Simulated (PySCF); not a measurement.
**Working out the excitation energy of Be+**

Be+ [He] 2s1 (2S) → Be+ [He] 2p1 (2P). Calculation: PySCF 2.14, in x2c-TZVPPall (5s3p1d, 19 functions); scalar relativity by spin-free X2C-1e. Frozen: nothing. Energies in hartree (1 hartree = 27.21139 eV):

| part | Be+ (lower) | Be+ (upper) |
| --- | --- | --- |
| UHF | -14.279502 | -14.131683 |
| CCSD correlation | -0.031356 | -0.031427 |
| (T) | -0.000009 | -0.000006 |

Q: What does Hartree-Fock give?

A: (-14.131683) − (-14.279502) = 0.147819 hartree = 4.022 eV.

Q: What do CCSD and CCSD(T) give?

A: The CCSD correlation energies differ by -0.000071 hartree = -0.002 eV and the triples by 0.000003 hartree = 0.000 eV, so CCSD gives 4.020 eV and CCSD(T) 4.020 eV.

Measured between the centres of the two terms (NIST): 3.959 eV, so CCSD(T) (valence and next inner shell) is off by 0.061 eV.

What remains against the reference includes basis incompleteness and higher excitations.
